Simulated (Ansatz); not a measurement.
C$_{3}$H$_{10}$Si$_{2}$, SMILES `C[Si]1([SiH3])CC1` from Hartree–Fock to CCSD(T)

```xyz
15

C    -0.544   -0.835    1.791
Si   -0.065   -0.053    0.162
Si   -1.072    1.940   -0.465
C     0.522   -1.158   -1.211
C     1.639   -0.371   -0.504
H    -1.610   -1.070    1.818
H     0.015   -1.763    1.931
H    -0.320   -0.171    2.629
H    -2.550    1.799   -0.589
H    -0.802    3.029    0.514
H    -0.522    2.343   -1.788
H     0.322   -0.893   -2.244
H     0.515   -2.232   -1.049
H     2.142    0.388   -1.093
H     2.329   -0.955    0.098
```

Charge 0, multiplicity 1. The structure was optimised at the PBE0-D4/def2-TZVP level. Frozen core, restricted reference, Ansatz 0.2.0. CBS rows extrapolate triple and quadruple zeta; past MP2 they add the triple-zeta difference.

```
     basis     HF (Eh)  MP2 corr.
  def2-SVP  -696.98507   -0.62757
def2-TZVPP  -697.32148   -0.77250
def2-QZVPP  -697.34477   -0.82258
```

Estimate the CCSD correlation energy and the (T) correction in each basis where they were run (hartree).


```csv
basis,CCSD corr.,(T)
def2-SVP,-0.70084,-0.02251
def2-TZVPP,-0.83807,-0.03493
CBS(def2),-0.92524,as TZ
```
